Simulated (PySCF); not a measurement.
# Telling isomers of C$_{6}$H$_{7}$FN$_{2}$ apart by NMR

Fast rotation and ring inversion assumed for equivalent nuclei, no relativistic terms, one conformer, no solvent. Geometry from GFN2-xTB; GIAO PBE0/pcSseg-1 shieldings; PySCF.

Shifts are taken against calculated references (same method and geometry level): TMS for ¹H (31.72 ppm), ¹³C (186.93 ppm). Splittings of carbon signals by F and P are missing where no couplings were computed. Where no couplings were computed, multiplicities follow the n + 1 count of equivalent neighbours, and m marks all less simple cases (inequivalent or close neighbours, rings, F or P nearby). Shifts are as computed. Against solution values, carbons near 30 ppm lie about +3 ppm off and those near 130 ppm about +5 ppm (rms about the fit 2.1 ppm; single classes can miss by 10 ppm). Of 1328 compounds with measured shifts, 309 miss one by over three times the rms of a fit or turn the order of signals round; such compounds aren't used in these exercises. Signals without a measured value on file couldn't be tested in this way; 1H shifts scatter by 0.2 ppm about their fit, and single ones miss by 0.5 ppm.

(1) Tabulate the signals of `Fc1ccnn1C1CC1`, `C=CCn1cc(F)cn1` and their relative energies.

(2) What is the quickest way to tell Fc1ccnn1C1CC1 from C=CCn1cc(F)cn1?

## Answers

(1) 
| SMILES | carbon types | δC | δH | E rel. (kcal/mol) |
| --- | --- | --- | --- | --- |
| Fc1ccnn1C1CC1 | 1×C 3×CH 2×CH2 | 164.6, 139.9, 91.5, 29.7, 9.3 | 7.38 (m, 1H), 5.76 (m, 1H), 3.56 (m, 1H), 1.46 (m, 2H), 0.89 (m, 2H) | 0.0 |
| C=CCn1cc(F)cn1 | 1×C 3×CH 2×CH2 | 161.7, 145.7, 129.3, 123.1, 118.7, 60.9 | 7.36 (m, 1H), 7.28 (m, 1H), 6.23 (m, 1H), 5.63 (m, 1H), 5.44 (m, 1H), 4.78 (d, 2H) | 0.6 |

Energies are electronic energies at PBE0/pcSseg-1 on these geometries, without zero-point or thermal terms, each for the one conformer computed, which needn't be the lowest.

(2) Count the carbon signals: 5 against 6. The first has a three-membered-ring carbon (CH) at 29.7 ppm, the second a terminal =CH2 carbon at 123.1 ppm. Their most deshielded carbons lie at 164.6 and 161.7 ppm.
